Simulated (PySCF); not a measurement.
In(Cl)(Br)(Et), SMILES C[CH2][In]([Br])[Cl] (PBE0/def2-SVP optimised geometry):

```
10

In    -0.264     0.847     0.000
Cl     2.091     0.847     0.000
Br    -1.205     3.148     0.000
C     -1.402    -0.991     0.005
C     -0.556    -2.252    -0.055
H     -2.091    -0.906    -0.850
H     -2.020    -0.942     0.915
H      0.134    -2.332     0.799
H      0.053    -2.302    -0.970
H     -1.199    -3.148    -0.041
```

Level of theory: PySCF with PBE0/def2-TZVP, def2 effective core potentials past Kr.

**Question.** What are the frontier orbital energies and the dipole moment?

**Answer.** HOMO-2 -8.40 eV, HOMO-1 -8.35 eV, HOMO -8.00 eV, LUMO -1.81 eV, LUMO+1 -1.56 eV; dipole moment 4.04 D.
